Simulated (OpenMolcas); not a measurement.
## Pt4+: moving or changing the point charges

Pt4+ among 4 point charges of -2 e arranged as a square (D4h), 2.23 Å from the ion.
```
   2.2300    0.0000    0.0000  -2.00
   0.0000    2.2300    0.0000  -2.00
  -2.2300    0.0000    0.0000  -2.00
   0.0000   -2.2300    0.0000  -2.00
```

```json
{"Program": "OpenMolcas 26.06", "Method": "SS-CASPT2, IPEA 0.25 Eh, imaginary shift 0.1 Eh (closed shells correlated: 5s 5p)", "Basis": "ANO-RCC-VDZP [7s6p4d2f]", "Scalar Hamiltonian": "DKH2, point nucleus", "Active space": "6 electrons in 5 orbitals (5d)", "State averaging": "2S+1 = 5 even, 5 roots; 2S+1 = 3 even, 45 roots; 2S+1 = 1 even, 50 roots", "Spin-orbit coupling": "state interaction with AMFI integrals over the reference wave functions"}
```

Runs around this geometry, states (labels of D4, the rotations of D4h). Energies in cm-1 above the lowest state or level, χT in cm3 K/mol.

| R (Å) | q (e) | Ground state | First state of that spin | First gap with spin-orbit (degeneracies) | χT at 300 K | First state of another spin |
| --- | --- | --- | --- | --- | --- | --- |
| 2.23 | -1.6 | 5A1 | 5E 2720 | 440 (1, 2) | 3.494 | 3B2 16600 |
| 2.09 | -2 | 5A1 | 5E 5160 | 790 (1, 2) | 2.232 | 3B2 13250 |
| 2.23 | -2 | 5A1 | 5E 4020 | 620 (1, 2) | 2.825 | 3B2 15390 |
| 2.43 | -2 | 5A1 | 5E 2920 | 460 (1, 2) | 3.442 | 3B2 17480 |

Taking the first state of the same spin as R^-n, n = -ln(2920 / 5160) / ln(2.43 / 2.09) = 3.8 between the shortest and longest distance.

Scaling the charges by -1.6 / -2 = 0.80 scales the first state of the same spin by 2720 / 4020 = 0.68; with fixed orbitals a first-order splitting would follow the charge.

Point charges give a weaker field than real ligands, and real ions of this kind are as a rule low spin; the high spin found here belongs to the model. Free-ion shares, where given, are those of the reference states; single-state CASPT2 does not remix them. Spin-orbit coupling mixes the spin-free states strongly: the lowest level takes only 52 % from its leading state, 5A1 (figures for R = 2.23, q = -1.6; the like holds for R = 2.09, q = -2, R = 2.23, q = -2, R = 2.43, q = -2). This shell can be high or low spin here, a state of another spin lies low, and with metal d orbitals alone active their balance is uncertain, so the ground spin may be wrong (holds for R = 2.09, q = -2). Point charges carry no covalency, so the field is a model and not that of real ligands. No measured value stands beside these numbers.
